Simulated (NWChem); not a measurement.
# silanone (H₂OSi) in NWChem

```xyz
4

Si     0.0000     0.0000     0.4410
O      0.0000     0.0000    -1.0911
H     -1.2354     0.0000     1.2774
H      1.2354     0.0000     1.2774
```
Charge 0, spin multiplicity 1.

Program: NWChem. All single points use one geometry, from PBE0/def2-SVP, a minimum by its harmonic frequencies.

Symmetry labels belong to the abelian group C2v used in the runs, with the axes of the coordinates shown.

### Question
List the lowest 6 singlet excitations that CIS/aug-cc-pVDZ gives, with oscillator strengths.

### Answer
```tsv
state	symmetry	energy (eV)	wavelength (nm)	f
1	a2	5.06	245	0.000
2	a1	6.81	182	0.072
3	b2	7.27	171	0.001
4	b1	7.64	162	0.059
5	b2	8.10	153	0.115
6	a2	8.25	150	0.000
```
